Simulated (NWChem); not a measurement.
System: Sr

The following NWChem deck was run.

```
start job
memory heap 200 mb stack 900 mb global 1100 mb
geometry units angstroms noautosym nocenter noautoz
  Sr     0.000000     0.000000     0.000000
end
basis spherical
  * library def2-svpd
end
ecp
  Sr library def2-ecp
end
dft
  xc bhlyp
  iterations 150
  vectors input atomic output neutral.movecs
end
task dft energy
charge 1
dft
  odft
  mult 2
  vectors input atomic output cation.movecs
end
task dft energy
charge -1
dft
  odft
  mult 2
  vectors input atomic output anion.movecs
end
task dft energy
```

def2 effective core potentials on Sr; no spin-orbit coupling.

Ions are spin-unrestricted doublets at the neutral geometry; other ion states weren't tried.

Question: Predict the main results of this run. (BHandHLYP/def2-SVPD with def2 effective core potentials on Sr, vertical spin-unrestricted ions.) Quantities: vertical ionisation energy, ΔSCF (eV); −ε(HOMO) (eV).

Answer: 
| Property | Result |
|---|---|
| vertical ionisation energy, ΔSCF (eV) | 5.56 |
| −ε(HOMO) (eV) | 4.40 |
